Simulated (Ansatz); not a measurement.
Saddle point of GeNH$_{5}$O, singlet (GeNH₅O ([NH2][GeH2][OH]) → GeNH₃ ([NH][GeH2]) + H₂O; bonds formed: O2–H4; bonds broken: Ge1–O2, N3–H4), PBE0-D4/def2-TZVP structure:

```tsv
atom	x (Å)	y (Å)	z (Å)
Ge1	-0.1877	0.4955	0.6515
O2	0.1532	0.1667	-1.3519
N3	0.2173	-1.2093	0.7034
H4	0.3148	-0.7695	-0.8520
H5	0.7040	1.6949	1.0360
H6	-1.6638	0.9189	0.5422
H7	-0.6060	0.1205	-1.9456
H8	1.0683	-1.4177	1.2162
```

Energies are electronic, without zero-point energy. Barriers and step energies count from the start structure reached by relaxing down the imaginary mode; all methods use the PBE0-D4 structures, on which another method's saddle can fall below an end. Program: Ansatz 0.2.0. Basis: def2-TZVPP, with def2-QZVPP for the basis limit. Cores are frozen in the correlated methods. Filled d shells of the heavier atoms are correlated. The def2 sets are not built for correlating such inner shells, so the correlated values are less sure here. B3LYP uses VWN-RPA correlation. Extrapolation: Hartree–Fock as exp(−7.88 √X), correlation as X^−2.97.

```json
{"method": "SPW92", "barrier (kJ/mol)": "?", "step energy (kJ/mol)": "208.3"}
{"method": "PBE-D4", "barrier (kJ/mol)": "209.7", "step energy (kJ/mol)": "201.0"}
{"method": "BLYP-D4", "barrier (kJ/mol)": "215.1", "step energy (kJ/mol)": "197.4"}
{"method": "r2SCAN-D4", "barrier (kJ/mol)": "229.2", "step energy (kJ/mol)": "221.1"}
{"method": "B97M-V", "barrier (kJ/mol)": "238.5", "step energy (kJ/mol)": "221.4"}
{"method": "PBE0-D4", "barrier (kJ/mol)": "?", "step energy (kJ/mol)": "225.4"}
{"method": "B3LYP-D4", "barrier (kJ/mol)": "234.5", "step energy (kJ/mol)": "218.7"}
{"method": "r2SCAN0-D4", "barrier (kJ/mol)": "244.6", "step energy (kJ/mol)": "236.8"}
{"method": "BHLYP-D4", "barrier (kJ/mol)": "261.0", "step energy (kJ/mol)": "245.2"}
{"method": "CAM-B3LYP-D4", "barrier (kJ/mol)": "244.7", "step energy (kJ/mol)": "233.9"}
{"method": "wB97X-V", "barrier (kJ/mol)": "248.4", "step energy (kJ/mol)": "238.2"}
{"method": "wB97M-V", "barrier (kJ/mol)": "240.0", "step energy (kJ/mol)": "228.2"}
{"method": "B2PLYP", "barrier (kJ/mol)": "?", "step energy (kJ/mol)": "222.4"}
{"method": "PBE-QIDH", "barrier (kJ/mol)": "246.3", "step energy (kJ/mol)": "237.8"}
{"method": "RPA on PBE", "barrier (kJ/mol)": "236.0", "step energy (kJ/mol)": "220.1"}
{"method": "HF", "barrier (kJ/mol)": "299.7", "step energy (kJ/mol)": "273.0"}
{"method": "MP2", "barrier (kJ/mol)": "238.1", "step energy (kJ/mol)": "226.9"}
{"method": "CCSD", "barrier (kJ/mol)": "253.6", "step energy (kJ/mol)": "238.2"}
{"method": "CCSD(T)", "barrier (kJ/mol)": "241.8", "step energy (kJ/mol)": "227.7"}
```

(1) Fill in the withheld barriers. (An estimate is asked for; the value comes from the calculation.)

No T1 diagnostic of these runs exceeds 0.018.

Answers

(1) The calculation gives: SPW92 199.0; PBE0-D4 233.7; B2PLYP 237.7 kJ/mol. Each is the energy of the saddle less that of the start structure, by the same method.

For comparison, the barrier by CCSD(T) at an estimated basis limit (MP2 extrapolated from triple and quadruple zeta, plus CCSD(T) − MP2 in triple zeta) is 238.2 kJ/mol.

Labels in which every atom is bracketed show which atoms are joined, not bond orders.

For scale, one of the runs: CCSD(T)/def2-TZVPP, 180 basis functions, launched by `ansatz run in.yaml --threads 4 --pin off --events-out ev --progress --plain --max-ram 9574MiB`. The run took 100 s on 4 CPU threads of an Intel Xeon (shared host), with 1.8 GiB of host memory at its peak.
